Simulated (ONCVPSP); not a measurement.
## Pt: one change to an ONCV potential, before and after

Pt (Z = 78), optimised norm-conserving Vanderbilt (ONCV), made with ONCVPSP 4.0.1 (PBE, fully relativistic). Core [Kr] 4d10, reference 4f14 5s2 5p6 5d9 6s1. Waves: 5s+6s: rc 1.40 bohr, ncon 3, nbas 7, qcut 9.3 1/bohr, 2 projectors; 5p: rc 1.90 bohr, ncon 3, nbas 7, qcut 9.3 1/bohr, 1 projector; 5d: rc 2.05 bohr, ncon 5, nbas 10, qcut 8.2 1/bohr, 3 projectors, debl 1 Ha; 4f: rc 0.50 bohr, ncon 5, nbas 9, qcut 23.1 1/bohr, 2 projectors, debl 2 Ha. Local part: polynomial inside 0.35 bohr (lpopt 5, dvloc0 0 Ha). Core correction: Teter function, fcfact 2.25, rcfact 1.6.

Open shells are filled in proportion to 2j + 1.

In the f channel the program set the typed energies aside and used -2.512, 0.250 Ha (j = l + 1/2; the other j can differ).

Change: core correction Teter function, fcfact 2.25, rcfact 2.02.

Cutoffs: the cutoffs (Ha) at which the residual kinetic energy of the hardest occupied pseudo-wave falls to 1 and 0.1 mHa per electron; they do not see the model core or the augmentation charge, which bear on the density cutoff. Errors are all-electron minus pseudo energies relative to the spin-unpolarised reference configuration.

Task: Predict the effect on cutoff, ghosts and configuration errors.

Result: The potential gets neither clearly harder nor softer (1348 Ha and 1463 Ha → 1348 Ha and 1463 Ha); both files keep a bound ghost (d, p, s); of the 3 tests that both files solve, the error grows in 3 and shrinks in 0 by more than 15 % and 0.3 meV (median size 0.7 → 2.4 meV). A model core, the more so a compact one, raises the density cutoff, which this test does not measure.

```csv
quantity,base,changed
"cutoff, loose",1348 Ha,1348 Ha
"cutoff, tight",1463 Ha,1463 Ha
bound ghosts,"s, p3/2, d5/2, p1/2, d3/2","s, p3/2, d5/2, p1/2, d3/2"
GHOST(+) flags under 300 eV,p3/2 at 9.3 eV,p3/2 at 9.3 eV
"largest miss of a reference level, eV",0.09,0.09
tests with a reliable result,3 of 4,3 of 4
"error for 4f14 5s2 5p6 5d9 6s0, meV [ΔE 9.21 eV]",-0.6,-2.4
"error for 4f14 5s2 5p6 5d8 6s0, meV [ΔE 29.19 eV]",+0.7,-2.0
"error for 4f14 5s2 5p6 5d7 6s0, meV [ΔE 61.41 eV]",+4.8,-7.1
s: phases at 1.42 bohr within 0.05 rad from the reference energy up to (Ha; the scan ends near 5),to the end of the scan,to the end of the scan
p3/2: phases at 1.93 bohr within 0.05 rad from the reference energy up to (Ha; the scan ends near 5),-0.6,-0.6
p1/2: phases at 1.93 bohr within 0.05 rad from the reference energy up to (Ha; the scan ends near 5),-0.6,-0.6
d5/2: phases at 2.08 bohr within 0.05 rad from the reference energy up to (Ha; the scan ends near 5),to the end of the scan,to the end of the scan
d3/2: phases at 2.08 bohr within 0.05 rad from the reference energy up to (Ha; the scan ends near 5),to the end of the scan,to the end of the scan
f7/2: phases at 0.51 bohr within 0.05 rad from the reference energy up to (Ha; the scan ends near 5),to the end of the scan,to the end of the scan
f5/2: phases at 0.51 bohr within 0.05 rad from the reference energy up to (Ha; the scan ends near 5),to the end of the scan,to the end of the scan
"rms error of d²Exc/dni dnj with the model core, mHa",4.63,3.76
```

 A true bound ghost makes a file unfit for plane-wave use even where its test errors are small: the radial tests pick states by their node count and pass the ghost by.
